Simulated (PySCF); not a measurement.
BO, doublet, at a GFN2-xTB geometry, with bond 2-1 at 1.3 times its length. Base run: R2SCAN/cc-pVDZ run with PySCF.

Input for PySCF:
```python
from pyscf import gto, scf, dft

mol = gto.Mole()
mol.atom = '''
    B    -0.00000000   -0.00000000   -0.72919485
    O     0.00000000    0.00000000    0.81122927
'''
mol.basis = 'cc-pvdz'
mol.spin = 1
mol.verbose = 4
mol.build()

mf = dft.UKS(mol)
mf.xc = 'r2scan'
mf.kernel()
mf.analyze()
```

The base run was repeated with changes; each row names its change, and settings that it needs were set with it.

| change | ΔE vs base (µEh) | SCF cycles | <S^2> | outcome |
|---|---|---|---|---|
| base | 0.0 | 11 | 0.776 | converged |
| diis_space = 20 | 0.0 | 11 | 0.776 | converged |
| init_guess = sap | 0.0 | 16 | 0.776 | converged |
| init_guess = 1e | 0.0 | 21 | 0.776 | converged |
| DIIS = EDIIS | - | 50 | - | not converged |
| DIIS = ADIIS | 0.0 | 33 | 0.776 | converged |
| damp = 0.5; diis_start_cycle = 5 | 0.0 | 19 | 0.776 | converged |
| solver = newton; init_guess = 1e | 0.0 | - | 0.776 | converged |
| init_guess = vsap | 0.0 | 16 | 0.776 | converged |
| init_guess = atom | 0.0 | 13 | 0.776 | converged |
| diis_space = 4 | 0.0 | 14 | 0.776 | converged |
| diis_space = 12 | 0.0 | 11 | 0.776 | converged |
| diis_space = 2 | 0.0 | 22 | 0.776 | converged |

Open shells are given as the SCF converged; they aren't shown to be the lowest states, and a large step between rows can be another state.
